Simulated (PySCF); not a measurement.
Compound: SnF4.
Bonds: Sn1–F2, Sn1–F3, Sn1–F4, Sn1–F5.

Method: PBE0-D3(BJ)/def2-SVP geometry optimisation, gas phase, def2 core potentials past Kr (PySCF); density fitting, grid level 1; the optimiser is geomeTRIC in internal coordinates, started from a GFN2-xTB structure with every atom displaced at random (about 0.03 Å).

At the end of the run (lengths in Å): Sn1–F3 1.902, Sn1–F4 1.902, Sn1–F5 1.902, Sn1–F2 1.902, F2–Sn1–F3 109.6°.

Question: These geometries were met on the way; a selection of coordinates is given. Order them by energy above the end point, lowest first.
A. Sn1–F3 1.817, Sn1–F4 1.974, Sn1–F5 1.920, Sn1–F2 1.898, F2–Sn1–F3 114.2°
B. Sn1–F3 1.939, Sn1–F4 1.870, Sn1–F5 1.894, Sn1–F2 1.904, F2–Sn1–F3 112.7°
C. Sn1–F3 1.901, Sn1–F4 1.902, Sn1–F5 1.902, Sn1–F2 1.903, F2–Sn1–F3 108.6°
D. Sn1–F3 1.915, Sn1–F4 1.913, Sn1–F5 1.903, Sn1–F2 1.902, F2–Sn1–F3 111.8°

Answer: C (0.003 eV), D (0.018 eV), B (0.053 eV), A (0.221 eV).

```csv
step,E above end (eV),"rms distance from the end, all atoms (Å)",largest force (eV/Å),rms shift of all bonds from the end (Å)
10,0.003,0.015,0.049,0.001
2,0.018,0.025,0.452,0.008
1,0.053,0.046,1.342,0.025
0,0.221,0.058,3.998,0.056
```

Rows stand in the order of the answer.
